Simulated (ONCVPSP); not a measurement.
## Ni (Z = 28): one change to an ONCV potential, before and after

- Element: nickel
- Generator: ONCVPSP 4.0.1
- Type: optimised norm-conserving Vanderbilt (ONCV)
- Functional: PBE
- Relativity: scalar-relativistic
- Frozen core: [Ne]
- Valence charge: 18
- Reference configuration: 3s2 3p6 3d8 4s2
- Partial waves: 3s+4s: rc 1.15 bohr, ncon 4, nbas 9, qcut 13.8 1/bohr, 2 projectors; 3p: rc 0.70 bohr, ncon 4, nbas 7, qcut 13.4 1/bohr, 3 projectors, debl 1.8 Ha; 3d: rc 1.25 bohr, ncon 3, nbas 8, qcut 15 1/bohr, 2 projectors, debl 1.6 Ha; f scattering state at 0.32 Ha: rc 1.15 bohr, ncon 5, nbas 8, qcut 10.9 1/bohr, 2 projectors, debl 1.1 Ha
- Local potential: polynomial inside 0.55 bohr (lpopt 5, dvloc0 -1 Ha)
- Core correction: polynomial model core, fcfact 0.65

In the p channel the program set the typed energies aside and used -2.623, 0.250, 2.050 Ha.

All-electron outer shells of the reference configuration (PBE, scalar-relativistic, ld1.x):

| shell | level (eV) | outermost node (bohr) | outermost maximum (bohr) |
| --- | --- | --- | --- |
| 2p | -844.68 | – | 0.16 |
| 3s | -111.06 | 0.30 | 0.64 |
| 3p | -71.39 | 0.27 | 0.65 |
| 3d | -8.87 | – | 0.63 |
| 4s | -5.64 | 0.92 | 2.24 |

Change: d: rc 1.46.

Cutoffs: the cutoffs (Ha) at which the residual kinetic energy of the hardest occupied pseudo-wave falls to 1 and 0.1 mHa per electron; they do not see the model core or the augmentation charge, which bear on the density cutoff. Errors are all-electron minus pseudo energies relative to the spin-unpolarised reference configuration.

**Question.** Predict the effect on cutoff, ghosts and configuration errors.

**Answer.** The potential gets neither clearly harder nor softer (81 Ha and 159 Ha → 81 Ha and 159 Ha); both files keep a bound ghost (p); of the 4 tests that both files solve, the error grows in 3 and shrinks in 0 by more than 15 % and 0.3 meV (median size 1.4 → 4.2 meV). More of the atom is replaced by a form fitted at one configuration, so other configurations suffer.

| quantity | base | changed |
| --- | --- | --- |
| cutoff, loose | 81 Ha | 81 Ha |
| cutoff, tight | 159 Ha | 159 Ha |
| loose cutoff by channel | s 54 Ha, p 81 Ha, d 75 Ha | s 54 Ha, p 81 Ha, d 64 Ha |
| bound ghosts | p | p |
| GHOST(+) flags under 300 eV | none | none |
| error for 3s2 3p6 3d8 4s1, meV [ΔE 9.32 eV] | -0.1 | +0.3 |
| error for 3s2 3p6 3d8 4s0, meV [ΔE 26.67 eV] | +1.5 | +3.5 |
| error for 3s2 3p6 3d7 4s0, meV [ΔE 64.14 eV] | -1.4 | +5.0 |
| error for 3s2 3p5 3d8 4s2, meV [ΔE 79.52 eV] | -33 | -78 |
| s: phases at 1.17 bohr within 0.05 rad from the reference energy up to (Ha; the scan ends near 5) | to the end of the scan | to the end of the scan |
| p: phases at 0.71 bohr within 0.05 rad from the reference energy up to (Ha; the scan ends near 5) | to the end of the scan | to the end of the scan |
| f: phases at 1.17 bohr within 0.05 rad from the reference energy up to (Ha; the scan ends near 5) | to the end of the scan | to the end of the scan |
| rms error of d²Exc/dni dnj with the model core, mHa | 1.43 | 1.29 |

 A true bound ghost makes a file unfit for plane-wave use even where its test errors are small: the radial tests pick states by their node count and pass the ghost by.
